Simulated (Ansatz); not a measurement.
System: CH5BNO, net charge 0, doublet state. It need not be the lowest isomer of its formula. 
Geometry from a B3LYP-D3(BJ)/def2-TZVP (Ansatz, a program for electronic structure) optimisation:
```
N
H 1 1.0056
B 1 1.3904 2 119.00
O 3 1.3655 1 123.00 2 180.00
H 4 0.9595 3 113.79 1 180.00
C 1 1.4613 2 115.08 3 -180.00
H 6 1.0878 1 108.96 2 -180.00
H 6 1.0930 7 108.34 1 121.26
H 6 1.0930 7 108.34 8 117.49
```
Charge 0, spin multiplicity 2.

Dipole moments at this geometry, in debye (magnitudes).

| level | program | dipole (D) |
|---|---|---|
| r2SCAN/def2-TZVPD | Ansatz | (withheld) |
| B3LYP/def2-TZVPD | Ansatz | 0.62 |
| BHLYP/def2-TZVPD | Ansatz | 0.56 |
| r2SCANh/def2-TZVPD | Ansatz | 0.60 |
| r2SCAN0/def2-TZVPD | Ansatz | 0.57 |
| CCSD(T)/aug-cc-pVDZ | Ansatz | (withheld) |

**Question.** Complete the blanks.

**Answer.** 
- r2SCAN/def2-TZVPD, dipole (D): 0.62
- CCSD(T)/aug-cc-pVDZ, dipole (D): 0.66
